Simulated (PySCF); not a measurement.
CH7ClOSi2, SMILES [SiH3]CO[SiH2]Cl.

Coordinates come from a PBE0-D3(BJ)/def2-SVP optimisation. The structure was generated by enumeration, and PubChem lists no compound with its InChIKey, so it may never have been made. One conformer was computed; it need not be the lowest.

All values below come from PBE0-D3(BJ)/def2-SVP (PySCF).

Frequencies are harmonic and unscaled.

```json
[
 {"mode": "1", "ν (cm⁻¹)": "25", "IR (km/mol)": "0.6", "Raman (Å⁴/amu)": "0.3", "depolarisation": "0.71", "moving atoms (share of kinetic energy)": "Si 31 %, Cl 28 %, H 21 %, C 12 %"},
 {"mode": "2", "ν (cm⁻¹)": "78", "IR (km/mol)": "2.8", "Raman (Å⁴/amu)": "0.6", "depolarisation": "0.73", "moving atoms (share of kinetic energy)": "Si 33 %, H 26 %, O 16 %, Cl 15 %, C 11 %"},
 {"mode": "3", "ν (cm⁻¹)": "124", "IR (km/mol)": "1.2", "Raman (Å⁴/amu)": "0.3", "depolarisation": "0.36", "moving atoms (share of kinetic energy)": "H 58 %, Si 25 %, Cl 9 %"},
 {"mode": "4", "ν (cm⁻¹)": "168", "IR (km/mol)": "2.2", "Raman (Å⁴/amu)": "0.8", "depolarisation": "0.57", "moving atoms (share of kinetic energy)": "H 50 %, C 19 %, Si 15 %, Cl 15 %"},
 {"mode": "5", "ν (cm⁻¹)": "234", "IR (km/mol)": "5.0", "Raman (Å⁴/amu)": "0.4", "depolarisation": "0.73", "moving atoms (share of kinetic energy)": "O 39 %, H 35 %, C 18 %"},
 {"mode": "6", "ν (cm⁻¹)": "318", "IR (km/mol)": "10.0", "Raman (Å⁴/amu)": "1.7", "depolarisation": "0.74", "moving atoms (share of kinetic energy)": "O 57 %, Si 20 %, Cl 12 %, H 10 %"},
 {"mode": "7", "ν (cm⁻¹)": "492", "IR (km/mol)": "7.9", "Raman (Å⁴/amu)": "4.4", "depolarisation": "0.73", "moving atoms (share of kinetic energy)": "H 95 %"},
 {"mode": "8", "ν (cm⁻¹)": "540", "IR (km/mol)": "46.4", "Raman (Å⁴/amu)": "10.3", "depolarisation": "0.11", "moving atoms (share of kinetic energy)": "Si 45 %, Cl 35 %, H 15 %"},
 {"mode": "9", "ν (cm⁻¹)": "569", "IR (km/mol)": "41.3", "Raman (Å⁴/amu)": "14.1", "depolarisation": "0.65", "moving atoms (share of kinetic energy)": "H 46 %, Si 32 %, Cl 9 %, C 8 %"},
 {"mode": "10", "ν (cm⁻¹)": "639", "IR (km/mol)": "57.0", "Raman (Å⁴/amu)": "6.6", "depolarisation": "0.73", "moving atoms (share of kinetic energy)": "H 77 %, Si 16 %"},
 {"mode": "11", "ν (cm⁻¹)": "734", "IR (km/mol)": "23.0", "Raman (Å⁴/amu)": "12.9", "depolarisation": "0.75", "moving atoms (share of kinetic energy)": "H 89 %"},
 {"mode": "12", "ν (cm⁻¹)": "742", "IR (km/mol)": "9.7", "Raman (Å⁴/amu)": "11.0", "depolarisation": "0.38", "moving atoms (share of kinetic energy)": "C 41 %, H 40 %, Si 18 %"},
 {"mode": "13", "ν (cm⁻¹)": "793", "IR (km/mol)": "46.2", "Raman (Å⁴/amu)": "9.1", "depolarisation": "0.48", "moving atoms (share of kinetic energy)": "O 28 %, Si 25 %, H 24 %, C 23 %"},
 {"mode": "14", "ν (cm⁻¹)": "861", "IR (km/mol)": "52.7", "Raman (Å⁴/amu)": "5.6", "depolarisation": "0.75", "moving atoms (share of kinetic energy)": "H 66 %, C 25 %"},
 {"mode": "15", "ν (cm⁻¹)": "898", "IR (km/mol)": "474.3", "Raman (Å⁴/amu)": "13.6", "depolarisation": "0.66", "moving atoms (share of kinetic energy)": "H 84 %, Si 14 %"},
 {"mode": "16", "ν (cm⁻¹)": "921", "IR (km/mol)": "43.2", "Raman (Å⁴/amu)": "10.6", "depolarisation": "0.63", "moving atoms (share of kinetic energy)": "H 87 %, Si 11 %"},
 {"mode": "17", "ν (cm⁻¹)": "937", "IR (km/mol)": "54.7", "Raman (Å⁴/amu)": "26.0", "depolarisation": "0.74", "moving atoms (share of kinetic energy)": "H 97 %"},
 {"mode": "18", "ν (cm⁻¹)": "946", "IR (km/mol)": "25.9", "Raman (Å⁴/amu)": "19.8", "depolarisation": "0.75", "moving atoms (share of kinetic energy)": "H 96 %"},
 {"mode": "19", "ν (cm⁻¹)": "959", "IR (km/mol)": "144.8", "Raman (Å⁴/amu)": "10.3", "depolarisation": "0.72", "moving atoms (share of kinetic energy)": "H 93 %"},
 {"mode": "20", "ν (cm⁻¹)": "1166", "IR (km/mol)": "228.6", "Raman (Å⁴/amu)": "7.5", "depolarisation": "0.35", "moving atoms (share of kinetic energy)": "O 51 %, C 34 %, H 12 %"},
 {"mode": "21", "ν (cm⁻¹)": "1271", "IR (km/mol)": "35.8", "Raman (Å⁴/amu)": "6.2", "depolarisation": "0.63", "moving atoms (share of kinetic energy)": "H 81 %, O 10 %, C 8 %"},
 {"mode": "22", "ν (cm⁻¹)": "1297", "IR (km/mol)": "1.7", "Raman (Å⁴/amu)": "4.3", "depolarisation": "0.35", "moving atoms (share of kinetic energy)": "H 77 %, C 19 %"},
 {"mode": "23", "ν (cm⁻¹)": "1461", "IR (km/mol)": "4.0", "Raman (Å⁴/amu)": "14.0", "depolarisation": "0.74", "moving atoms (share of kinetic energy)": "H 94 %"},
 {"mode": "24", "ν (cm⁻¹)": "2230", "IR (km/mol)": "71.7", "Raman (Å⁴/amu)": "195.0", "depolarisation": "0.10", "moving atoms (share of kinetic energy)": "H 98 %"},
 {"mode": "25", "ν (cm⁻¹)": "2238", "IR (km/mol)": "81.2", "Raman (Å⁴/amu)": "53.9", "depolarisation": "0.68", "moving atoms (share of kinetic energy)": "H 96 %"},
 {"mode": "26", "ν (cm⁻¹)": "2248", "IR (km/mol)": "93.0", "Raman (Å⁴/amu)": "105.8", "depolarisation": "0.40", "moving atoms (share of kinetic energy)": "H 96 %"},
 {"mode": "27", "ν (cm⁻¹)": "2260", "IR (km/mol)": "116.0", "Raman (Å⁴/amu)": "129.9", "depolarisation": "0.14", "moving atoms (share of kinetic energy)": "H 97 %"},
 {"mode": "28", "ν (cm⁻¹)": "2306", "IR (km/mol)": "101.0", "Raman (Å⁴/amu)": "149.8", "depolarisation": "0.25", "moving atoms (share of kinetic energy)": "H 96 %"},
 {"mode": "29", "ν (cm⁻¹)": "3038", "IR (km/mol)": "19.9", "Raman (Å⁴/amu)": "88.7", "depolarisation": "0.07", "moving atoms (share of kinetic energy)": "H 94 %"},
 {"mode": "30", "ν (cm⁻¹)": "3106", "IR (km/mol)": "8.1", "Raman (Å⁴/amu)": "89.7", "depolarisation": "0.57", "moving atoms (share of kinetic energy)": "H 91 %, C 9 %"}
]
```
